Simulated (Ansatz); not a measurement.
Ansatz (a quantum-chemistry and plane-wave program) input (B3LYP/6-31G*):

Ansatz 0.2 input:
```yaml
crystal:
  periodic: [false, false, false]
  atoms:
    - {symbol: N, position_ang: [1.14827100, 1.16898700, 0.71238200]}
    - {symbol: Si, position_ang: [0.07455900, 0.10678000, 0.06097500]}
    - {symbol: N, position_ang: [-0.74058000, -1.09763300, 1.09830800]}
    - {symbol: N, position_ang: [0.94354500, -0.80440200, -1.18941600]}
    - {symbol: O, position_ang: [-1.34153600, 0.64740800, -0.73703800]}
    - {symbol: H, position_ang: [0.76285100, 1.87469700, 1.33250900]}
    - {symbol: H, position_ang: [-1.74848800, -1.00208900, 1.10196200]}
    - {symbol: H, position_ang: [-0.40826600, -1.05551600, 2.05246700]}
    - {symbol: H, position_ang: [0.76989000, -1.80051000, -1.14671700]}
    - {symbol: H, position_ang: [1.93863400, -0.64505600, -1.09345300]}
    - {symbol: H, position_ang: [-1.08481000, 1.08562400, -1.55302900]}
basis:
  gaussian:
    orbitals: 6-31G*
hamiltonian:
  xc: {name: B3LYP}
total_charge: -1
relax: {f_tol: 0.003, max_steps: 120}
```

Output:

```
Functional definition: B3LYP
integrals: 0.04 GiB planned
999 factors; integrals over basis functions are off by at most 3.7e-4 eV
mean field: 0.35 GiB planned
mean field evaluation 1: about -14482.9304 eV, gradient 7.8e1 eV
mean field evaluation 2: about -14461.7257 eV, gradient 1.2e2 eV
mean field evaluation 4: about -14494.8337 eV, gradient 5.3e0 eV
mean field evaluation 8: about -14494.9049 eV, gradient 8.5e-2 eV
mean field evaluation 16: about -14494.9049 eV, gradient 1.1e-5 eV
mean field -14494.90493002 eV, -532.6779311789 hartree, gradient 1.1e-5 eV, S^2 0.000000; 0 other end points of the search recorded, 0 dependent functions left out
the calculation of the forces begins
reference -14494.90514814 eV, -532.6779391944 hartree; 25, 25 occupied and 66, 66 virtual orbitals, 999 factors
relax step   1: F+E_penalty+E_count = -14494.90493002 eV  Δ(F+E_penalty+E_count) = +0.000e0 eV  max|allowed force component| = 5.399e-1 eV/Å  Δτ_max = 0.0000 Å  (27 SCF iters, accepted)
these checks for a lower state are left out or cut short: starts, cluster_reference, orbital_swaps, neighbouring_geometries, increment
integrals: 0.04 GiB planned
999 factors; integrals over basis functions are off by at most 3.8e-4 eV
mean field: 0.35 GiB planned
mean field -14494.92190973 eV, -532.6785551716 hartree, gradient 1.0e-5 eV, S^2 0.000000; 0 other end points of the search recorded, 0 dependent functions left out
the calculation of the forces begins
reference -14494.92212787 eV, -532.6785631880 hartree; 25, 25 occupied and 66, 66 virtual orbitals, 999 factors
relax step   2: F+E_penalty+E_count = -14494.92190973 eV  Δ(F+E_penalty+E_count) = -1.698e-2 eV  max|allowed force component| = 3.259e-1 eV/Å  Δτ_max = 0.0199 Å  (29 SCF iters, accepted)
these checks for a lower state are left out or cut short: starts, cluster_reference, orbital_swaps, neighbouring_geometries, increment
integrals: 0.04 GiB planned
999 factors; integrals over basis functions are off by at most 3.8e-4 eV
mean field: 0.35 GiB planned
mean field -14494.93698712 eV, -532.6791092556 hartree, gradient 1.3e-5 eV, S^2 0.000000; 0 other end points of the search recorded, 0 dependent functions left out
the calculation of the forces begins
reference -14494.93720495 eV, -532.6791172605 hartree; 25, 25 occupied and 66, 66 virtual orbitals, 999 factors
relax step   3: F+E_penalty+E_count = -14494.93698712 eV  Δ(F+E_penalty+E_count) = -1.508e-2 eV  max|allowed force component| = 2.433e-1 eV/Å  Δτ_max = 0.0653 Å  (28 SCF iters, accepted)
these checks for a lower state are left out or cut short: starts, cluster_reference, orbital_swaps, neighbouring_geometries, increment
integrals: 0.04 GiB planned
999 factors; integrals over basis functions are off by at most 3.8e-4 eV
mean field: 0.35 GiB planned
mean field evaluation 32: about -14494.9210 eV, gradient 2.7e-3 eV
mean field -14494.93955025 eV, -532.6792034488 hartree, gradient 1.1e-5 eV, S^2 0.000000; 0 other end points of the search recorded, 0 dependent functions left out
the calculation of the forces begins
reference -14494.93976787 eV, -532.6792114462 hartree; 25, 25 occupied and 66, 66 virtual orbitals, 999 factors
relax step   4: F+E_penalty+E_count = -14494.93955025 eV  Δ(F+E_penalty+E_count) = -2.563e-3 eV  max|allowed force component| = 6.764e-2 eV/Å  Δτ_max = 0.0161 Å  (30 SCF iters, accepted)
these checks for a lower state are left out or cut short: starts, cluster_reference, orbital_swaps, neighbouring_geometries, increment
integrals: 0.04 GiB planned
999 factors; integrals over basis functions are off by at most 3.8e-4 eV
mean field: 0.35 GiB planned
mean field -14494.94071256 eV, -532.6792461629 hartree, gradient 1.1e-5 eV, S^2 0.000000; 0 other end points of the search recorded, 0 dependent functions left out
the calculation of the forces begins
reference -14494.94093019 eV, -532.6792541606 hartree; 25, 25 occupied and 66, 66 virtual orbitals, 999 factors
relax step   5: F+E_penalty+E_count = -14494.94071256 eV  Δ(F+E_penalty+E_count) = -1.162e-3 eV  max|allowed force component| = 5.736e-2 eV/Å  Δτ_max = 0.0238 Å  (30 SCF iters, accepted)
these checks for a lower state are left out or cut short: starts, cluster_reference, orbital_swaps, neighbouring_geometries, increment
integrals: 0.04 GiB planned
999 factors; integrals over basis functions are off by at most 3.8e-4 eV
mean field: 0.35 GiB planned
mean field -14494.94002458 eV, -532.6792208799 hartree, gradient 1.1e-5 eV, S^2 0.000000; 0 other end points of the search recorded, 0 dependent functions left out
the calculation of the forces begins
reference -14494.94024204 eV, -532.6792288717 hartree; 25, 25 occupied and 66, 66 virtual orbitals, 999 factors
relax step   6: F+E_penalty+E_count = -14494.94002458 eV  Δ(F+E_penalty+E_count) = +6.880e-4 eV  max|allowed force component| = 2.242e-1 eV/Å  Δτ_max = 0.0283 Å  (29 SCF iters, rejected (line search))
these checks for a lower state are left out or cut short: starts, cluster_reference, orbital_swaps, neighbouring_geometries, increment
integrals: 0.04 GiB planned
999 factors; integrals over basis functions are off by at most 3.8e-4 eV
mean field: 0.35 GiB planned
mean field -14494.94132441 eV, -532.6792686478 hartree, gradient 1.1e-5 eV, S^2 0.000000; 0 other end points of the search recorded, 0 dependent functions left out
the calculation of the forces begins
reference -14494.94154193 eV, -532.6792766416 hartree; 25, 25 occupied and 66, 66 virtual orbitals, 999 factors
relax step   7: F+E_penalty+E_count = -14494.94132441 eV  Δ(F+E_penalty+E_count) = -6.118e-4 eV  max|allowed force component| = 1.308e-2 eV/Å  Δτ_max = 0.0135 Å  (29 SCF iters, accepted)
these checks for a lower state are left out or cut short: starts, cluster_reference, orbital_swaps, neighbouring_geometries, increment
integrals: 0.04 GiB planned
999 factors; integrals over basis functions are off by at most 3.8e-4 eV
mean field: 0.35 GiB planned
mean field evaluation 64: about -14494.9417 eV, gradient 1.1e-5 eV
mean field -14494.94172658 eV, -532.6792834274 hartree, gradient 1.1e-5 eV, S^2 0.000000; 0 other end points of the search recorded, 0 dependent functions left out
the calculation of the forces begins
reference -14494.94194363 eV, -532.6792914040 hartree; 25, 25 occupied and 66, 66 virtual orbitals, 999 factors
relax step   8: F+E_penalty+E_count = -14494.94172658 eV  Δ(F+E_penalty+E_count) = -4.022e-4 eV  max|allowed force component| = 2.723e-1 eV/Å  Δτ_max = 0.0706 Å  (29 SCF iters, accepted)
these checks for a lower state are left out or cut short: starts, cluster_reference, orbital_swaps, neighbouring_geometries, increment
integrals: 0.04 GiB planned
999 factors; integrals over basis functions are off by at most 3.8e-4 eV
mean field: 0.35 GiB planned
mean field -14494.94260235 eV, -532.6793156115 hartree, gradient 1.4e-5 eV, S^2 0.000000; 0 other end points of the search recorded, 0 dependent functions left out
the calculation of the forces begins
reference -14494.94281952 eV, -532.6793235923 hartree; 25, 25 occupied and 66, 66 virtual orbitals, 999 factors
relax step   9: F+E_penalty+E_count = -14494.94260235 eV  Δ(F+E_penalty+E_count) = -8.758e-4 eV  max|allowed force component| = 4.437e-2 eV/Å  Δτ_max = 0.0063 Å  (24 SCF iters, accepted)
these checks for a lower state are left out or cut short: starts, cluster_reference, orbital_swaps, neighbouring_geometries, increment
integrals: 0.04 GiB planned
999 factors; integrals over basis functions are off by at most 3.8e-4 eV
mean field: 0.35 GiB planned
mean field -14494.94280016 eV, -532.6793228808 hartree, gradient 1.1e-5 eV, S^2 0.000000; 0 other end points of the search recorded, 0 dependent functions left out
the calculation of the forces begins
reference -14494.94301728 eV, -532.6793308596 hartree; 25, 25 occupied and 66, 66 virtual orbitals, 999 factors
relax step  10: F+E_penalty+E_count = -14494.94280016 eV  Δ(F+E_penalty+E_count) = -1.978e-4 eV  max|allowed force component| = 1.728e-2 eV/Å  Δτ_max = 0.0157 Å  (30 SCF iters, accepted)
these checks for a lower state are left out or cut short: starts, cluster_reference, orbital_swaps, neighbouring_geometries, increment
integrals: 0.04 GiB planned
999 factors; integrals over basis functions are off by at most 3.8e-4 eV
mean field: 0.35 GiB planned
mean field -14494.94294061 eV, -532.6793280424 hartree, gradient 1.1e-5 eV, S^2 0.000000; 0 other end points of the search recorded, 0 dependent functions left out
the calculation of the forces begins
reference -14494.94315766 eV, -532.6793360188 hartree; 25, 25 occupied and 66, 66 virtual orbitals, 999 factors
relax step  11: F+E_penalty+E_count = -14494.94294061 eV  Δ(F+E_penalty+E_count) = -1.405e-4 eV  max|allowed force component| = 1.390e-2 eV/Å  Δτ_max = 0.0258 Å  (29 SCF iters, accepted)
these checks for a lower state are left out or cut short: starts, cluster_reference, orbital_swaps, neighbouring_geometries, increment
integrals: 0.04 GiB planned
999 factors; integrals over basis functions are off by at most 3.8e-4 eV
mean field: 0.35 GiB planned
mean field -14494.94295263 eV, -532.6793284838 hartree, gradient 1.3e-5 eV, S^2 0.000000; 0 other end points of the search recorded, 0 dependent functions left out
the calculation of the forces begins
reference -14494.94316966 eV, -532.6793364596 hartree; 25, 25 occupied and 66, 66 virtual orbitals, 999 factors
relax step  12: F+E_penalty+E_count = -14494.94295263 eV  Δ(F+E_penalty+E_count) = -1.201e-5 eV  max|allowed force component| = 5.178e-3 eV/Å  Δτ_max = 0.0065 Å  (23 SCF iters, accepted)
these checks for a lower state are left out or cut short: starts, cluster_reference, orbital_swaps, neighbouring_geometries, increment
integrals: 0.04 GiB planned
999 factors; integrals over basis functions are off by at most 3.8e-4 eV
mean field: 0.35 GiB planned
mean field -14494.94295956 eV, -532.6793287385 hartree, gradient 5.1e-5 eV, S^2 0.000000; 0 other end points of the search recorded, 0 dependent functions left out
the calculation of the forces begins
reference -14494.94317662 eV, -532.6793367153 hartree; 25, 25 occupied and 66, 66 virtual orbitals, 999 factors
relax step  13: F+E_penalty+E_count = -14494.94295956 eV  Δ(F+E_penalty+E_count) = -6.930e-6 eV  max|allowed force component| = 5.263e-3 eV/Å  Δτ_max = 0.0016 Å  (20 SCF iters, accepted)
these checks for a lower state are left out or cut short: starts, cluster_reference, orbital_swaps, neighbouring_geometries, increment
integrals: 0.04 GiB planned
999 factors; integrals over basis functions are off by at most 3.8e-4 eV
mean field: 0.35 GiB planned
mean field evaluation 96: about -14494.9235 eV, gradient 1.3e-1 eV
mean field -14494.94296151 eV, -532.6793288101 hartree, gradient 6.4e-5 eV, S^2 0.000000; 0 other end points of the search recorded, 0 dependent functions left out
the calculation of the forces begins
reference -14494.94317856 eV, -532.6793367867 hartree; 25, 25 occupied and 66, 66 virtual orbitals, 999 factors
relax step  14: F+E_penalty+E_count = -14494.94296151 eV  Δ(F+E_penalty+E_count) = -1.948e-6 eV  max|allowed force component| = 1.073e-3 eV/Å  Δτ_max = 0.0018 Å  (20 SCF iters, accepted)
integrals: 0.04 GiB planned
999 factors; integrals over basis functions are off by at most 3.8e-4 eV
mean field: 0.35 GiB planned
mean field -14494.94296151 eV, -532.6793288101 hartree, gradient 6.4e-5 eV, S^2 0.000000; 1 other end points of the search recorded, 0 dependent functions left out
the calculation of the forces begins
reference -14494.94317856 eV, -532.6793367867 hartree; 25, 25 occupied and 66, 66 virtual orbitals, 999 factors
Total energy: -14494.94317856 eV, -532.6793367867 hartree
Atom 0 at     1.190832     1.141401     0.771347 Å, force    -0.000747    -0.000058    -0.000069 eV/Å
Atom 1 at     0.076613     0.131138     0.082695 Å, force     0.001073     0.000139     0.000665 eV/Å
Atom 2 at    -0.756738    -1.121544     1.081008 Å, force    -0.000080    -0.000046    -0.000380 eV/Å
Atom 3 at     0.889531    -0.780627    -1.229230 Å, force    -0.000382     0.000242     0.000388 eV/Å
Atom 4 at    -1.330548     0.740714    -0.716249 Å, force    -0.000189    -0.000551     0.000448 eV/Å
Atom 5 at     0.778484     1.854922     1.379090 Å, force     0.000550    -0.000109    -0.000172 eV/Å
Atom 6 at    -1.760209    -0.947839     1.105897 Å, force    -0.000154    -0.000008     0.000010 eV/Å
Atom 7 at    -0.417522    -1.081986     2.039872 Å, force    -0.000032     0.000277    -0.000413 eV/Å
Atom 8 at     0.801524    -1.780227    -1.054499 Å, force     0.000098     0.000167    -0.000093 eV/Å
Atom 9 at     1.881574    -0.553677    -1.190416 Å, force    -0.000021    -0.000158     0.000106 eV/Å
Atom 10 at    -1.039470     0.876015    -1.630565 Å, force    -0.000115     0.000104    -0.000491 eV/Å
Dipole moment:    -0.402780    -0.371457    -0.056265 e Å
```

The dipole moment of an ion depends on the origin.

The geometry given is a B3LYP-D3(BJ)/def2-TZVP minimum.
